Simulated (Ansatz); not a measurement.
The cluster Cr4N4, relaxed as a quintet with UKS PBE-D4/def2-SVP in Ansatz, starting from the PBE-D4/def2-SVP geometry of the neutral singlet. Force threshold 0.03 eV/Å.

The charge 0 quintet is spin-contaminated (final ⟨S²⟩ up to 9.95, 6.00 for a pure state). The relaxation made no stability test and no search for a lower SCF solution. The structure comes from a short search, and lower isomers may exist.

Start:

Cartesian coordinates in Å:
```
Cr -0.6839 0.6057 1.0380
Cr 0.9446 0.2010 -0.6333
Cr -0.0807 -1.4542 -0.1700
Cr -1.2079 0.9661 -0.8822
N 0.1182 1.1749 -1.9041
N -1.6535 -0.6201 0.2319
N 1.3555 0.1898 1.2569
N 1.2076 -1.0632 1.0628
```

Question: Estimate the energy that the relaxation releases and the steps that it takes.

Answer: 1.87 eV, in 25 steps; 4.5 min on 4 threads of Arm Neoverse V1 on a shared host. No frequencies were taken in this run, so the end may be a saddle point.

Question: Does the start keep its bonding?

Answer: Bonds formed: Cr3–N5 (atoms count from 1).

Question: Predict the relaxed structure.

Answer: 
```xyz
8

Cr   -0.538    0.348    1.491
Cr    1.149    0.981   -0.450
Cr   -0.197   -1.236   -0.512
Cr   -1.338    1.069   -1.111
N     0.091   -0.001   -1.733
N    -1.621   -0.296    0.151
N     1.376    0.071    1.452
N     1.078   -0.936    0.712
```
Bond lengths (bridged metal pairs left out): 11 × Cr–N 1.76 to 2.24 Å; 1 × N–N 1.28 Å.
